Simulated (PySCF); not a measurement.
Gas-phase reaction: Ge(CH3)4 = CH3GeH3 + 3 CH2

Energies from PySCF, thermal terms from the rigid-rotor harmonic-oscillator model, ideal gas at 1 bar. † marks an energy on the PBE0/def2-TZVP geometry and frequencies; other levels use their own. MP2 and CCSD(T) freeze the core. Open shells (unrestricted): CH2 (multiplicity 3); the rest are closed-shell singlets. Ge: all electrons, no relativistic terms. MP2 isn't extrapolated to the basis-set limit; its ΔH°(298 K) is 1277.0 kJ in def2-SVP and 1346.1 kJ in def2-TZVPP. CCSD(T) isn't extrapolated to the basis-set limit. The harmonic model lacks anharmonicity and excited electronic states, which grow with temperature; levels with a mode under 35 cm⁻¹ are left out. Internal rotation in Ge(CH3)4, CH3GeH3 is treated as a harmonic vibration of one conformer, which makes the entropy rough.

```csv
level,"ΔE electronic, kJ","ΔH°(298 K), kJ","ΔS°(298 K), J/K","ΔG°(1000 K), kJ"
CCSD(T)/def2-SVP†,1315,1240,477,760
HF/def2-TZVP†,943,867,477,388
MP2/def2-SVP†,1353,1277,477,798
MP2/def2-TZVPP†,1422,1346,477,867
PBE/def2-SVP,1399,1326,476,849
PBE0/def2-TZVP,1369,1293,477,814
r2SCAN/def2-TZVP†,1324,1248,477,769
```
ΔH° is lowest at HF/def2-TZVP† and highest at MP2/def2-TZVPP†. No reference value is set beside these.
